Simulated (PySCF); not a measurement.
Molecule: SMILES CC(C)(C)[SiH2]F, singlet. Atoms near the plane z = 0.0 Å, at the GFN2-xTB optimised geometry (x, y, z in Å): Si1 (0.6, -1.4, 0.0), C3 (-0.1, 0.4, 0.0), C6 (-1.6, 0.3, 0.1), H7 (2.1, -1.4, 0.0), H8 (0.0, -2.2, -1.0), H12 (1.5, 1.3, 1.1), H15 (-2.1, -0.2, -0.7), H16 (-2.1, 1.3, 0.2), H17 (-1.9, -0.2, 1.1).

Computed with PySCF with CAM-B3LYP/def2-SVP. Cells within 0.4 Å of a nucleus heavier than hydrogen are left out (blank, or x). The values are rescaled to run from 0 to 1.

```
|000000011111111000000000000|
|000000111111111100000000000|
|000001111111111110000000000|
|000011111111111110000000000|
|000111111111111111001000000|
|000111111111221111111111000|
|000111222212222111111111000|
|000113686322333321111111100|
|000125999633456532211111100|
|000127999968999853221111100|
|000015999999999963221111100|
|00001499x999xx9974221111100|
|00001599xx99xx9984321111000|
|00001499x999999997421110000|
|000013999999999999732100000|
|000001369989999999996210000|
|000001123469999x99999610000|
|00000011236999xx99999820000|
|000000011259999x99999510000|
|000000001137999999985200000|
|000000000113899999731000000|
|000000000001359997421000000|
|000000000000123443210000000|
|000000000000001111110000000|
|000000000000000001000000000|
|000000000000000000000000000|
|000000000000000000000000000|
```
Scale: ten equal steps from 0.000 (start of '0') to 1.00 (end of '9'), in the order '0123456789'; x runs from -4.50 to 4.50, y from -4.50 (bottom) to 4.50 (top).

Which quantity is mapped?
(A) an orbital amplitude
(B) log10 of the electron density
(C) electrostatic potential
(D) deformation density (molecule minus spherical neutral atoms)

C, electrostatic potential. In full: electrostatic potential (hartree/e), clipped to [-0.08, 0.12].
